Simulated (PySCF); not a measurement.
C₂H₄F₂Ge, SMILES [F][GeH]([CH]=C)[F]. Geometry optimised at ωB97X-D3(BJ)/def2-SVP. The values are those of a single conformer.

These are ωB97X-D3(BJ)/def2-SVP (PySCF 2.14.0) values and carry that method's errors.

Harmonic wavenumbers (cm⁻¹): 85, 159, 205, 252, 353, 529, 633, 724, 739, 747, 778, 1011, 1038, 1041, 1279, 1424, 1706, 2250, 3159, 3203, 3262. Rotational constants (GHz): 5.104, 2.696, 2.156; symmetry number 1.

Problem. Work out the zero-point energy and the ideal-gas rigid-rotor harmonic-oscillator thermochemistry at 298.15 K and 1 atm.

Solution. ZPE = ½ Σ hcν = ½ × 24577 cm⁻¹ = 35.13 kcal/mol. H − E(el) = 39.78 kcal/mol. Entropy in cal/(mol K): translation 40.69, rotation 26.79, vibration 13.60, total 81.08. G − E(el) = 15.61 kcal/mol. Cp = 23.41 cal/(mol K). Modes under 150 cm⁻¹ make the vibrational entropy uncertain.
